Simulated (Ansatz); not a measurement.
A run for Ansatz (a first-principles code): R-PBE/def2-TZVPPD on GeH4 (SMILES [GeH4]) with ghost functions, monomers drawn apart or pushed together. Files ending in .json are basis or fitting sets from the Basis Set Exchange.

Ansatz 0.2 input:
```yaml
crystal:
  periodic: [false, false, false]
  atoms:
    - {symbol: Ge, position_ang: [0.07552908, 0.15567178, -0.01274647]}
    - {symbol: H, position_ang: [1.46085800, 0.06768971, 0.64440635]}
    - {symbol: H, position_ang: [-0.64646337, -1.19085611, 0.12507569]}
    - {symbol: H, position_ang: [0.23999343, 0.50411443, -1.50079458]}
    - {symbol: H, position_ang: [-0.74507799, 1.25432418, 0.67872790]}
basis:
  gaussian:
    orbitals: def2-TZVPPD.json
    ghost_atoms:
      - {symbol: I, position_ang: [-0.18621739, -0.44912530, 3.69512237]}
      - {symbol: H, position_ang: [0.57217112, 0.92592367, 3.31727521]}
hamiltonian:
  xc: {name: PBE}
scf: {lower_state_search: off}
```

It printed:

```
Functional definition: PBE
[...]
these checks for a lower state are left out or cut short: stability, starts, cluster_reference, orbital_swaps, neighbouring_geometries, increment
integrals: 0.11 GiB planned
999 factors; their error is unknown
mean field: 0.74 GiB planned
mean field evaluation 1: about -56573.2135 eV, gradient 2.5e1 eV
mean field evaluation 2: about -56573.5969 eV, gradient 2.8e1 eV
mean field evaluation 4: about -56574.0775 eV, gradient 5.9e-1 eV
mean field evaluation 8: about -56574.0713 eV, gradient 1.1e-3 eV
mean field -56574.07130729 eV, -2079.0587732601 hartree, gradient 8.1e-6 eV, S^2 0.000000; 0 other end points of the search recorded, 0 dependent functions left out
reference -56574.07134968 eV, -2079.0587748180 hartree; 18, 18 occupied and 180, 180 virtual orbitals, 999 factors
Total energy: -56574.07134968 eV, -2079.0587748180 hartree
Checks for a lower state left out: stability, starts, cluster_reference, orbital_swaps, neighbouring_geometries, increment
```

Self-consistency was reached.

Cost: roughly 1.5 core-seconds.
